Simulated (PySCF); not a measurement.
From results back to the method.

Species: C3H7NSSi.
Z-matrix (Å and degrees, PBE0-D3(BJ)/def2-SVP geometry), rows numbered from 1:
```
C 
C   1  1.3387
C   2  1.4657  1  121.74
N   3  1.2689  2  127.61  1   179.23
Si  4  1.7348  3  134.19  2     1.99
S   5  2.1420  4  107.82  3   119.39
H   1  1.0952  2  120.84  3     0.03
H   1  1.0925  2  121.98  3  -179.99
H   2  1.0954  1  120.73  3   179.95
H   3  1.1097  2  114.04  1    -0.63
H   5  1.4900  4  105.86  3  -120.19
H   5  1.4990  4  118.37  3     2.63
H   6  1.3517  5   93.83  4    50.07
```

The closed-shell ground state was solved 7 times with PySCF (density fitting, gas phase), always in the pcSseg-1 basis (151 functions), with these functionals: B3LYP, BHandHLYP, BP86, HF, LC-wPBE, PBE0 and wB97X-D.

```
row  total energy (Eh)  HOMO (eV)  LUMO (eV)  dipole (D)
  P          -860.5921      -9.97       0.31        3.26
  Q          -860.9705      -6.96      -2.09        3.00
  R          -860.9985      -5.93      -2.96        2.89
  S          -858.5281     -10.05       1.98        3.65
  T          -860.8516      -9.12      -0.17        3.24
  U          -860.4485      -7.22      -1.92        3.09
  V          -860.8051      -8.39      -0.77        3.24
```

Question: Which functional belongs to which row?

Answer: P = LC-wPBE, Q = B3LYP, R = BP86, S = HF, T = wB97X-D, U = PBE0, V = BHandHLYP. By rising HOMO–LUMO gap: BP86 (GGA) 2.97 eV; B3LYP (global hybrid, 20 % exact exchange) 4.87 eV; PBE0 (global hybrid, 25 % exact exchange) 5.30 eV; BHandHLYP (global hybrid, 50 % exact exchange) 7.62 eV; wB97X-D (range-separated hybrid) 8.95 eV; LC-wPBE (range-separated hybrid) 10.28 eV; HF (all exact exchange) 12.03 eV. Total energies of different functionals aren't bounds to one another; each is stationary for its own functional.

One conformer stands for the species.

wB97X-D is run here without its empirical dispersion term; that term would change no orbital, density or response property at a fixed geometry.
